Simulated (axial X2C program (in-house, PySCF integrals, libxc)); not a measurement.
How long does MgI take?

A bond scan computed with an in-house all-electron X2C program for linear molecules (integrals from PySCF). Basis: I dyall-cv3z [11s12p8d4f1g], Mg dyall-cv3z [9s8p6d3f] (cores contracted in-house).

Input:
```json
{"zs": [53, 12], "q": 0, "bas": ["dyall-cv3z", "dyall-cv3z"], "levels": ["PBE0", "HF", "r2SCAN"], "cc": true, "r0": 2.72, "thr": -2.0, "nmax": 90, "npts": 10, "nst": 2, "ntry": 6}
```
```bash
python so2c.py task.json out
```

Keys: zs atomic numbers; q charge; bas basis sets; levels methods; cc coupled cluster on or off; r0 starting distance in Å; thr threshold in hartree for freezing inner shells (an s shell follows its p shell); nmax most natural virtual spinors; npts points on the curve; nst determinants followed; ntry starts of the search. HF also brings MP2.

Hardware: 1 thread of Arm Neoverse N1 (shared host).

Wall time of one point of each curve, integrals apart:

| Hamiltonian | level | points | seconds a point |
| --- | --- | --- | --- |
| spin-free | PBE0 | 10 | 0.78 |
| spin-free | HF | 10 | 0.54 |
| spin-free | CCSD(T) (9 electrons, 90 virtuals) | 7 | 4.5 |
| spin-free | r2SCAN | 10 | 0.99 |
| 2c | PBE0 | 10 | 1.1 |
| 2c | HF | 10 | 0.91 |
| 2c | CCSD(T) (9 electrons, 90 virtuals) | 7 | 5.5 |
| 2c | r2SCAN | 10 | 1.1 |

The rest:

Search with its distance optimisation 42 s, atoms 8.1 s, whole task 170 s. Coupled cluster runs on the points near the minimum only. The program drops outer points, and coupled cluster, when its time limit (not in the input) nears; MP2, further determinants and curves that did not converge are not in the table.
